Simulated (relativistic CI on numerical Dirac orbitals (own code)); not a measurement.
## One change at a time: Pr²²⁺

Base calculation: Dirac-Coulomb-Breit CI, separate exchange-only KLI orbitals for each configuration, model QED (radiative potential, 1s self-energy scaled to tabulated hydrogen-like ionisation energies), unscaled Slater integrals.

Configuration list (outside the closed core [Ar] 3d10): 4s2.4p6.4d, 4s2.4p5.4d2, 4s2.4p6.4f, 4s.4p6.4d2, 4s2.4p5.4d.4f, 4s.4p6.4d.4f, 4s2.4p6.5s, 4s2.4p6.5p, 4s2.4p6.5d, 4s2.4p5.4d.5s, 4s2.4p6.5f, 4s2.4p5.4d.5p, 4s2.4p6.5g, 4s2.4p6.6s, 4p6.4d2.4f, 4s.4p6.4f.5s, 4s2.4p6.6p, 4s.4p6.4d.5s, 4s2.4p5.4d.5d, 4p6.4d3, 4p5.4d4, 4p5.4d3.4f, 4p6.4d.4f2, 4p5.4d2.4f2, 4p6.4f3, 4p5.4d.4f3, 4p6.4f2.5s, 4s.4p6.4f2, 4s.4p5.4f3. Double excitations out of closed p, d and f shells are left out; levels of such configurations are missing from the list, as are those of other unlisted configurations, and high levels can miss mixing partners. These lack a partner that the ground configuration has and come out too high: 4s2.4p5.4d.5s, 4s2.4p5.4d.5p, 4s2.4p5.4d.5d, 4s2.4p6.5p, 4s2.4p6.5d.

The lowest level and the first level of each name with at least 55 % of one term (blank where a level has no safe partner in the second run):

```csv
Level,Base (cm⁻¹),Shift (cm⁻¹)
4s2.4p6.4d 2D_3/2,0,0
4s2.4p6.4d 2D_5/2,40692,0
4s2.4p5.4d2 4D°_1/2,785351,+1126
4s2.4p5.4d2 4D°_3/2,790085,+1126
4s2.4p5.4d2 4D°_7/2,835651,+1124
4s2.4p5.4d2 4G°_9/2,838663,+1128
4s2.4p5.4d2 4G°_11/2,851938,+1128
4s2.4p5.4d2 2F°_7/2,888673,+1117
4s2.4p5.4d2 4F°_9/2,893650,+1127
4s2.4p5.4d2 2H°_11/2,895611,+1128
4s2.4p5.4d2 2P°_1/2,925593,+1126
4s2.4p5.4d2 2G°_9/2,927836,+1127
4s.4p6.4d2 4F_3/2,1546923,+1689
4s.4p6.4d2 4F_5/2,1562481,+1689
4s.4p6.4d2 4F_7/2,1586525,+1689
4s.4p6.4d2 4P_1/2,1593063,+1697
4s.4p6.4d2 4P_3/2,1609126,+1690
4s.4p6.4d2 4F_9/2,1609976,+1690
4s.4p6.4d2 4P_5/2,1612850,+1690
4s2.4p6.5s 2S_1/2,1645016,+10698
4s.4p6.4d2 2D_3/2,1656678,+1691
4s.4p6.4d2 2G_7/2,1668870,+1698
```

At this charge energies of transitions that change n are usually good to better than 1 %, and those within a shell (Δn = 0) to a few per cent.

(1) One thing was changed in a second run, which moved the levels as shown. Which?
A. configuration mixing switched off
B. Breit term removed
C. P86 correlation estimate
D. QED terms removed

Answers

(1) C. P86 correlation estimate. A correlation estimate moves all levels of a configuration together before mixing; mixed levels move by a weighted share.

LS names give the leading component of a level, which can be under half, so a name can repeat, a term be missing and a line seem to break the LS rules.
